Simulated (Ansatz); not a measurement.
Geometry optimisation, RKS PBE/def2-SVP in Ansatz.

Input:

```yaml
crystal:
  periodic: [false, false, false]
  atoms:
    - { symbol: O, position_ang: [-0.0569, 1.6054, -0.7367] }
    - { symbol: C, position_ang: [0.6342, 0.5009, -0.308] }
    - { symbol: Si, position_ang: [-0.2773, -0.7886, 0.7092] }
    - { symbol: Br, position_ang: [0.7387, -0.98917, 2.57055] }
    - { symbol: H, position_ang: [-0.8203, 1.3279, -1.347] }
    - { symbol: H, position_ang: [1.4847, 0.9033, 0.2696] }
    - { symbol: H, position_ang: [1.084, 0.0339, -1.1983] }
    - { symbol: H, position_ang: [-1.69258, -0.28492, 0.9395] }
    - { symbol: H, position_ang: [-0.36827, -2.11737, -0.04326] }
basis:
  gaussian: { orbitals: def2-SVP }
hamiltonian:
  xc: pbe
relax:
  f_tol: 0.015
  max_steps: 40
```

Command:

```bash
$ ansatz run input.yaml --threads 2 --pin off --max-ram 3072MiB --backend cpu --events-out ev --progress --plain --runs-dir out
```

Task: Where does it end, and by what steps?

Result: It converged. After 19 steps the energy has fallen by 0.455 eV; Br4 moved furthest, 0.93 Å.

| step | energy less start (eV) | largest force component (eV/Å) | accepted |
| --- | --- | --- | --- |
| 0 | 0.0000 | 2.770 | yes |
| 1 | -0.2937 | 0.785 | yes |
| 2 | -0.3134 | 0.165 | yes |
| 3 | -0.3158 | 0.068 | yes |
| 4 | -0.3166 | 0.023 | yes |
| 5 | -0.3177 | 0.091 | yes |
| 6 | -0.3126 | 0.823 | no |
| 7 | -0.3246 | 0.103 | yes |
| 8 | -0.3339 | 0.233 | yes |
| 9 | -0.3494 | 0.610 | yes |
| 10 | -0.3713 | 0.781 | yes |
| 11 | -0.4244 | 0.460 | yes |
| 12 | -0.4364 | 0.307 | yes |
| 13 | -0.4441 | 0.266 | yes |
| 14 | -0.4531 | 0.127 | yes |
| 15 | -0.4541 | 0.053 | yes |
| 16 | -0.4546 | 0.028 | yes |
| 17 | -0.4547 | 0.017 | yes |
| 18 | -0.4547 | 0.035 | no |
| 19 | -0.4548 | 0.004 | yes |

```xyz
9
Properties=species:S:1:pos:R:3
O -0.293 1.269 -1.141
C 0.626 0.668 -0.228
Si -0.324 -0.648 0.775
Br 1.028 -1.784 2.175
H -0.482 0.614 -1.839
H 0.989 1.467 0.451
H 1.532 0.241 -0.722
H -1.417 -0.007 1.578
H -0.932 -1.628 -0.193
```

Whether the end is a true minimum wasn't checked by a vibrational analysis.

The run took 45 s on 2 threads of Intel(R) Xeon(R) Platinum 8488C (Sapphire Rapids) (shared host), peak memory 0.17 GiB.
